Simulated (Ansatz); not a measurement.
(CuOH)2 ring (Cu2O2H2), relaxed as a singlet with RKS PBE-D4/def2-SVP in Ansatz, starting from the GFN2-xTB geometry. Force threshold 0.02 eV/Å.

Start:

Cartesian coordinates in Å:
```
Cu 1.2568 0.1478 -0.1894
O -0.2826 1.1140 -1.0076
Cu -1.2548 -0.1508 0.1831
O 0.2810 -1.1103 1.0055
H -0.3367 2.0012 -0.6520
H 0.3362 -2.0018 0.6604
```

```
        step  energy (eV)  largest force component (eV/Å)  SCF passes
           1  -93375.0519                           0.786          31
           2  -93375.2257                           0.588          39
3 (rejected)  -93375.2148                           0.926          37
           4  -93375.2922                           0.053          32
           5  -93375.2931                           0.038          32
           6  -93375.2933                           0.006          33
```

Force components are those of the run's own axes.

End:

```
atom   x (Å)   y (Å)   z (Å)
 Cu1   1.110   0.133  -0.164
  O2  -0.301   1.207  -1.057
 Cu3  -1.110  -0.132   0.166
  O4   0.301  -1.207   1.056
  H5  -0.359   2.120  -0.716
  H6   0.359  -2.121   0.715
```

By distances, no bond broke or formed. The bond that changes most is O2–H5, from 0.96 to 0.98 Å (atoms count from 1).

No frequencies were taken in this run, so the end may be a saddle point.

Hardware: 2 threads of Arm Neoverse V2 on a shared host. Wall time 15 s.
